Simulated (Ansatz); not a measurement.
Saddle point of GeNH$_{7}$O, singlet (GeNH₅ ([NH2][GeH3]) + H₂O → GeH₄O ([OH][GeH3]) + NH₃; bonds formed: Ge1–O7, N2–H6; bonds broken: Ge1–N2, H6–O7), PBE0-D4/def2-TZVP structure:

Ge1  (-0.662, -0.605, -0.345)
N2  (1.207, 0.058, -0.051)
H3  (-0.216, -1.667, -1.430)
H4  (-1.208, -1.477, 0.790)
H5  (-1.586, 0.308, -1.170)
H6  (0.675, 0.822, 0.626)
O7  (-0.585, 0.987, 1.122)
H8  (1.821, -0.600, 0.412)
H9  (1.662, 0.408, -0.884)
H10  (-1.108, 1.766, 0.930)
(Å)

Energies are electronic, without zero-point energy. Barriers and step energies count from the start structure reached by relaxing down the imaginary mode; all methods use the PBE0-D4 structures, on which another method's saddle can fall below an end. Program: Ansatz 0.2.0. Basis: def2-TZVPP, with def2-QZVPP for the basis limit. Cores are frozen in the correlated methods. Filled d shells of the heavier atoms are correlated. The def2 sets are not built for correlating such inner shells, so the correlated values are less sure here. B3LYP uses VWN-RPA correlation. Extrapolation: Hartree–Fock as exp(−7.88 √X), correlation as X^−2.97.

```
      method  barrier (kcal/mol)  step energy (kcal/mol)
       SPW92               16.10                   -1.58
      PBE-D4               21.89                   -2.43
     BLYP-D4               24.32                   -3.41
   r2SCAN-D4               23.46                   -3.65
      B97M-V                   ?                   -5.39
     PBE0-D4                   ?                   -2.49
    B3LYP-D4               26.44                   -3.41
  r2SCAN0-D4               25.73                   -3.39
    BHLYP-D4                   ?                   -3.98
CAM-B3LYP-D4               26.75                   -3.54
     wB97X-V               26.74                   -3.80
     wB97M-V               26.21                   -3.84
      B2PLYP               27.24                   -3.42
    PBE-QIDH               26.57                   -2.77
  RPA on PBE               27.47                   -3.29
          HF               37.74                   -5.05
         MP2               26.81                   -2.89
        CCSD               29.61                   -3.28
     CCSD(T)               27.77                   -3.10
```

**Question.** Fill in the withheld barriers. (To be estimated.)

**Answer.** Computed: BHLYP-D4 29.44; PBE0-D4 24.88; B97M-V 26.05 kcal/mol. Each is the energy of the saddle less that of the start structure, by the same method.

For comparison, the barrier by CCSD(T) at an estimated basis limit (MP2 extrapolated from triple and quadruple zeta, plus CCSD(T) − MP2 in triple zeta) is 28.67 kcal/mol.

The T1 diagnostic stays at or below 0.012.

The step is the kind of ligand exchange by which a precursor binds to a hydroxyl group, or is hydrolysed, in atomic layer deposition of oxides.

Labels in which every atom is bracketed show which atoms are joined, not bond orders.

For scale, one of the runs: CCSD(T)/def2-TZVPP, 208 basis functions, launched by `ansatz run in.yaml --threads 4 --pin off --events-out ev --progress --plain --max-ram 9574MiB`. The run took 74 s on 4 CPU threads of an Arm Neoverse V1 (shared host), with 2.9 GiB of host memory at its peak.
